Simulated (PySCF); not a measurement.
ethylene (C2H4), singlet, geometry from GFN2-xTB; CASSCF(8,8)/STO-3G run with PySCF.

Input for PySCF:
```python
from pyscf import gto, scf, mcscf
import numpy

mol = gto.Mole()
mol.atom = '''
    C    -0.01328681   -0.00656652    0.65800535
    C     0.01328681    0.00656652   -0.65800535
    H    -0.02089650    0.90169144    1.23822259
    H    -0.02873771   -0.92622134    1.21982272
    H     0.02873771    0.92622134   -1.21982272
    H     0.02089650   -0.90169144   -1.23822259
'''
mol.basis = 'sto-3g'
mol.verbose = 4
mol.build()

mf = scf.RHF(mol)
mf.kernel()
mc = mcscf.CASSCF(mf, 8, 8)
mc.fix_spin_(ss=0.0)
mc.kernel()
occ = numpy.linalg.eigvalsh(mc.fcisolver.make_rdm1(mc.ci, mc.ncas, mc.nelecas))[::-1]
ss = mc.fcisolver.spin_square(mc.ci, mc.ncas, mc.nelecas)[0]
print('natural occupations', occ.round(4), ' <S^2>', round(ss, 4))
```

What does PySCF print? Leave out banner, timings and long lists.


```
PySCF version 2.14.0

[INPUT] verbose = 4
[INPUT] num. atoms = 6
[INPUT] num. electrons = 16
[INPUT] charge = 0
[INPUT] spin (= nelec alpha-beta = 2S) = 0
[INPUT] symmetry False subgroup None
[INPUT] Mole.unit = angstrom
[INPUT] Symbol           X                Y                Z      unit          X                Y                Z       unit  Magmom
[INPUT]  1 C     -0.013286810000  -0.006566520000   0.658005350000 AA   -0.025108431969  -0.012408924391   1.243449899999 Bohr   0.0
[INPUT]  2 C      0.013286810000   0.006566520000  -0.658005350000 AA    0.025108431969   0.012408924391  -1.243449899999 Bohr   0.0
[INPUT]  3 H     -0.020896500000   0.901691440000   1.238222590000 AA   -0.039488661962   1.703949870465   2.339901576350 Bohr   0.0
[INPUT]  4 H     -0.028737710000  -0.926221340000   1.219822720000 AA   -0.054306401347  -1.750304663328   2.305130861322 Bohr   0.0
[INPUT]  5 H      0.028737710000   0.926221340000  -1.219822720000 AA    0.054306401347   1.750304663328  -2.305130861322 Bohr   0.0
[INPUT]  6 H      0.020896500000  -0.901691440000  -1.238222590000 AA    0.039488661962  -1.703949870465  -2.339901576350 Bohr   0.0

nuclear repulsion = 33.6665121477744
number of shells = 10
number of NR pGTOs = 42
number of NR cGTOs = 14
basis = sto-3g
ecp = {}

******** <class 'pyscf.scf.hf.RHF'> ********
method = RHF
initial guess = minao
damping factor = 0
level_shift factor = 0
DIIS = <class 'pyscf.scf.diis.CDIIS'>
diis_start_cycle = 1
diis_space = 8
diis_damp = 0
SCF conv_tol = 1e-09
SCF conv_tol_grad = None
SCF max_cycles = 50
direct_scf = True
direct_scf_tol = 1e-13
Set gradient conv threshold to 3.16228e-05
Initial guess from minao.
init E= -77.2589465089754
  HOMO = -0.211888648015976  LUMO = 0.193975132215239  gap/eV = 11.04412
cycle= 1 E= -77.0638554810348  delta_E= 0.195  |g|= 0.155  |ddm|= 2.81
  HOMO = -0.325645812725487  LUMO = 0.329771015666202  gap/eV = 17.83480
cycle= 2 E= -77.0731530786412  delta_E= -0.0093  |g|= 0.0363  |ddm|= 0.267
  HOMO = -0.335089963430141  LUMO = 0.321137214971463  gap/eV = 17.85685
cycle= 3 E= -77.073721315092  delta_E= -0.000568  |g|= 0.002  |ddm|= 0.0765
  HOMO = -0.332006945005831  LUMO = 0.324225969786977  gap/eV = 17.85701
cycle= 4 E= -77.0737228673129  delta_E= -1.55e-06  |g|= 0.000219  |ddm|= 0.00372
  HOMO = -0.332029399745351  LUMO = 0.324188009581689  gap/eV = 17.85659
cycle= 5 E= -77.0737228891599  delta_E= -2.18e-08  |g|= 1.16e-05  |ddm|= 0.000413
  HOMO = -0.332029273387307  LUMO = 0.324188825212638  gap/eV = 17.85660
cycle= 6 E= -77.0737228892243  delta_E= -6.45e-11  |g|= 1.58e-06  |ddm|= 2.32e-05
  HOMO = -0.332029259302427  LUMO = 0.324188900022219  gap/eV = 17.85661
Extra cycle  E= -77.0737228892256  delta_E= -1.28e-12  |g|= 3.99e-07  |ddm|= 2.45e-06
converged SCF energy = -77.0737228892256

******** <class 'pyscf.mcscf.mc1step.CASSCF'> ********
CAS (4e+4e, 8o), ncore = 4, nvir = 2
max_cycle_macro = 50
max_cycle_micro = 4
conv_tol = 1e-07
conv_tol_grad = None
orbital rotation max_stepsize = 0.02
orbital rotation threshold for CI restart = 0.01
augmented hessian ah_max_cycle = 30
augmented hessian ah_conv_tol = 1e-12
augmented hessian ah_linear dependence = 1e-14
augmented hessian ah_level shift = 1e-08
augmented hessian ah_start_tol = 2.5
augmented hessian ah_start_cycle = 3
augmented hessian ah_grad_trust_region = 3
kf_trust_region = 3
kf_interval = 4
ci_response_space = 4
ci_grad_trust_region = 3
with_dep4 0
natorb = False
canonicalization = True
sorting_mo_energy = False
ao2mo_level = 2
internal_rotation = False
******** <class 'pyscf.fci.addons.SpinPenaltyFCISolver'> ********
max. cycles = 50
conv_tol = 1e-08
davidson only = True
linear dependence = 1e-12
level shift = 0.001
max iter space = 12
nroots = 1
pspace_size = 400
spin = None
CASCI E = -77.1357575847747  S^2 = 0.0000000
Set conv_tol_grad to 0.000316228
macro iter   1 ( 21 JK    4 micro), CASSCF E = -77.1396391243812  dE = -3.88153961e-03  S^2 = 0.0000000
               |grad[o]|=0.0166  |grad[c]|=0.00945  |ddm|=0.00711  |maxRot[o]|=0.272
macro iter   2 ( 21 JK    4 micro), CASSCF E = -77.1435053282204  dE = -3.86620384e-03  S^2 = 0.0000000
               |grad[o]|=0.00972  |grad[c]|=0.0284  |ddm|=0.0081  |maxRot[o]|=0.188
macro iter   3 ( 21 JK    4 micro), CASSCF E = -77.1530467871312  dE = -9.54145891e-03  S^2 = 0.0000000
               |grad[o]|=0.011  |grad[c]|=0.0319  |ddm|=0.0182  |maxRot[o]|=0.311
macro iter   4 ( 21 JK    4 micro), CASSCF E = -77.1637719169055  dE = -1.07251298e-02  S^2 = 0.0000000
               |grad[o]|=0.0154  |grad[c]|=0.042  |ddm|=0.0176  |maxRot[o]|=0.294
macro iter   5 ( 21 JK    4 micro), CASSCF E = -77.1747958144978  dE = -1.10238976e-02  S^2 = 0.0000000
               |grad[o]|=0.0163  |grad[c]|=0.0364  |ddm|=0.012  |maxRot[o]|=0.299
macro iter   6 ( 21 JK    4 micro), CASSCF E = -77.1804520182483  dE = -5.65620375e-03  S^2 = 0.0000000
               |grad[o]|=0.0124  |grad[c]|=0.0119  |ddm|=0.00552  |maxRot[o]|=0.241
macro iter   7 ( 12 JK    3 micro), CASSCF E = -77.1812297125759  dE = -7.77694328e-04  S^2 = 0.0000000
               |grad[o]|=0.00556  |grad[c]|=0.00652  |ddm|=0.0025  |maxRot[o]|=0.0665
macro iter   8 (  8 JK    2 micro), CASSCF E = -77.1815540569375  dE = -3.24344362e-04  S^2 = 0.0000000
               |grad[o]|=0.0032  |grad[c]|=0.00498  |ddm|=0.00169  |maxRot[o]|=0.0667
macro iter   9 (  7 JK    2 micro), CASSCF E = -77.1815943931432  dE = -4.03362057e-05  S^2 = 0.0000000
               |grad[o]|=0.00108  |grad[c]|=0.000921  |ddm|=0.000628  |maxRot[o]|=0.0302
macro iter  10 (  6 JK    2 micro), CASSCF E = -77.1815955985183  dE = -1.20537513e-06  S^2 = 0.0000000
               |grad[o]|=0.000215  |grad[c]|=7.72e-05  |ddm|=0.000111  |maxRot[o]|=0.0061
macro iter  11 (  1 JK    1 micro), CASSCF E = -77.1815955985286  dE = -1.03170805e-11  S^2 = 0.0000000
               |grad[o]|=1.13e-05  |grad[c]|=5.32e-06  |ddm|=    0  |maxRot[o]|=    0
1-step CASSCF converged in  11 macro (160 JK  34 micro) steps
CASSCF canonicalization
Density matrix diagonal elements [1.98112969 1.9801203  1.981813   1.89228785 0.10755243 0.02208075
 0.01869818 0.0163178 ]
CASSCF energy = -77.1815955985286
CASCI E = -77.1815955985286  E(CI) = -16.5562478394419  S^2 = 0.0000000
natural occupations [1.9844 1.9811 1.9775 1.8923 0.1076 0.0222 0.0187 0.0162]  <S^2> 0.0
```
